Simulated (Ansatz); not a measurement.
Two isomers of CH7BClNSi: A = `BN[SiH](C)Cl`, B = `CB(N)[SiH2]Cl`.

Computed with Ansatz on PBE0-D4/def2-TZVP structures; ΔE is electronic, products minus reactants. CCSD(T)/CBS adds triple-zeta CCSD(T) − MP2 to the extrapolated MP2 energy (def2 sets, frozen cores). Functionals use def2-TZVPP. B3LYP here is the variant with VWN-RPA as its local correlation; programs differ in this. One conformer a species, not always the lowest.

Problem. Which is lower in electronic energy at CCSD(T)/CBS, and by how much? (Best estimate.)

Solution. Ansatz gave: A, by 74.9 kJ/mol.

Problem. Give E(B) − E(A) in kJ/mol with B3LYP-D4, CCSD(T)/def2-TZVPP, B3LYP, ωB97M-V, HF/def2-TZVPP, B2PLYP, r2SCAN-D4. (Estimate.)

Solution. Ansatz gave: B3LYP-D4 70.7, CCSD(T)/def2-TZVPP 74.1, B3LYP 67.8, ωB97M-V 76.5, HF/def2-TZVPP 85.8, B2PLYP 74.4, r2SCAN-D4 68.9. None reverses the order clearly.

Largest T1 diagnostic: 0.011.

In def2-TZVPP, CCSD(T) changes the Hartree–Fock value by −11.7 kJ/mol (the triples alone add −1.2 kJ/mol) and MP2 by −3.9 kJ/mol. From PBE to PBE0 (25 % exact exchange), in def2-TZVPP and without D4, E(B) − E(A) moves by +7.2 kJ/mol.
